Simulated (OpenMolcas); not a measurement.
**What dynamic correlation does to the levels of Al**

```yaml
Program: OpenMolcas
Basis: ANO-R2 [5s5p3d1f]
Scalar_Hamiltonian: X2C, finite nucleus
Active_space: 3 electrons in 8 orbitals (3s 3p 4s 4p)
State_averaging: 2S+1 = 4 odd, 3 roots (0 in the spin-orbit step); 2S+1 = 2 odd, 3 roots; 2S+1 = 4 even, 3 roots
Spin-orbit_coupling: RASSI with atomic mean-field integrals over the reference wave functions, term energies averaged over their components
```

Methods on the same reference wave functions:
A. CASSCF
B. SS-CASPT2, IPEA 0.25 Eh, imaginary shift 0.1 Eh (closed shells correlated: 2s 2p)

Energies in cm-1 above 3s2 3p 2P* 1/2, the measured ground level; measured values from NIST Handbook of Basic Atomic Spectroscopic Data.

```
         Level      A      B  Measured
3s2 3p 2P* 1/2    0.0    0.0       0.0
3s2 3p 2P* 3/2   81.5   81.5       112
 3s 3p2 4P 1/2  25070  27429     29020
 3s 3p2 4P 3/2  25107  27466     29067
 3s 3p2 4P 5/2  25170  27529     29143
```

Deviations, from unrounded energies. A percentage is the sum of absolute deviations over the sum of measured energies, with the sign that they share, or ± where signs differ.

| Against measurement | Levels | A | B |
| --- | --- | --- | --- |
| mean absolute deviation (cm-1) | 4 | 3000 | 1200 |
| fine structure of the ground term (%) | 1 | -27.3 | -27.3 |
| other configurations (%) | 3 | -13.6 | -5.5 |

B lies closest to measurement on these levels. The largest miss of B in the table is 3s 3p2 4P 5/2, by -1600 cm-1. The ranking rests on the paired levels alone, and a cruder setting can come out closer through cancelling errors.

The lowest spin-free term lies below A's lowest term by 0.227 hartree in B.

Active for correlation alone: 4p 4s; no level in the range computed is led by a configuration that fills them, so any true level of that kind is missing. Terms of s pⁿ other than that of highest spin mix with s² pⁿ⁻² d, which this space lacks; all of them can be thousands of cm-1 off, and some have no real level of that name. Without dynamic correlation excited terms often stand tens of per cent too high (terms of higher spin than the ground term too low), and those without a measured partner can miss by more than the paired ones (holds for A). Measured partners are found by configuration, term and J. A level has none where our copy of the source lacks it or the pairing is in doubt (some pairs that miss far off the trend of their configuration count as doubtful), and it then counts in no deviation. Only configurations of the active space appear.

* marks odd parity.
